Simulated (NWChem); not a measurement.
# C$_{3}$H$_{6}$AlF; SMILES C=[CH][Al]([CH3])[F]

```xyz
11

Al     0.1270     0.4701    -0.0031
F      1.3311     1.6314     0.0016
C     -1.7185     1.0805    -0.0025
H     -2.4485     0.2636    -0.1133
H     -1.8933     1.8024    -0.8176
H     -1.9509     1.6086     0.9379
C      0.6858    -1.3869    -0.0005
C     -0.2137    -2.3844    -0.0004
H      1.7457    -1.6778     0.0020
H      0.0732    -3.4443     0.0022
H     -1.2955    -2.1970    -0.0028
```
Atoms are numbered in this order, from 1.

Program: NWChem. Geometry: optimised at PBE0/def2-SVP. GIAO values for the isolated, static molecule; σ is the absolute isotropic shielding, δ = σ(reference) − σ with the isolated reference molecule computed at the same levels (13C: tetramethylsilane, 19F: trichlorofluoromethane, 1H: tetramethylsilane).

Task: What does the run give for KT2/pcSseg-1? Quantities: σ Al1 (ppm); δ F2 (ppm); δ C7 (ppm); δ C8 (ppm); δ H9 (ppm); δ H10 (ppm); δ H11 (ppm).

Result: 
```json
{
 "σ Al1 (ppm)": "378.0",
 "δ F2 (ppm)": "-146.7",
 "δ C7 (ppm)": "136.8",
 "δ C8 (ppm)": "144.9",
 "δ H9 (ppm)": "6.12",
 "δ H10 (ppm)": "6.74",
 "δ H11 (ppm)": "6.27"
}
```
